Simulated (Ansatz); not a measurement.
`B/N=C(/C)Cl` + `CN[SiH2][SiH3]` → `BN(C)[SiH2][SiH3]` + `CC(=N)Cl`  (ligand exchange at a B–N bond)

Computed with Ansatz on PBE0-D4/def2-TZVP structures; ΔE is electronic, products minus reactants. CCSD(T)/CBS adds triple-zeta CCSD(T) − MP2 to the extrapolated MP2 energy (def2 sets, frozen cores). Functionals use def2-TZVPP. One conformer a species, not always the lowest.

**Question.** Is it downhill or uphill in electronic energy at CCSD(T)/CBS, and by how much? (Best estimate.)

**Answer.** Computed: Downhill: ΔE = -11.2 kcal/mol.

**Question.** What do these levels give: r2SCAN-D4, B97M-V, r2SCAN0-D4, BHLYP-D4, ωB97M-V, r2SCAN, r2SCANh, LC-ωPBE, HF/def2-TZVPP, MP2/def2-TZVPP, CCSD(T)/def2-TZVPP, CCSD/CBS(def2)? (An estimate is asked.)

**Answer.** Ansatz gave: r2SCAN-D4 -8.0, B97M-V -8.3, r2SCAN0-D4 -8.7, BHLYP-D4 -8.9, ωB97M-V -10.3, r2SCAN -7.9, r2SCANh -8.2, LC-ωPBE -8.7, HF/def2-TZVPP -9.3, MP2/def2-TZVPP -11.5, CCSD(T)/def2-TZVPP -11.8, CCSD/CBS(def2) -10.8 kcal/mol.

Largest T1 diagnostic among the species: 0.014.

From PBE to PBE0 (25 % exact exchange), in def2-TZVPP and without D4, ΔE moves by −1.2 kcal/mol. Leaving LDA and LC-ωPBE aside and taking each functional with its dispersion term where it has one, the values, not all of them listed here, spread over 3.3 kcal/mol, from ωB97M-V to BLYP-D4. In def2-TZVPP, CCSD(T) changes the Hartree–Fock value by −2.5 kcal/mol (the triples alone add −0.4 kcal/mol) and MP2 by −2.2 kcal/mol.
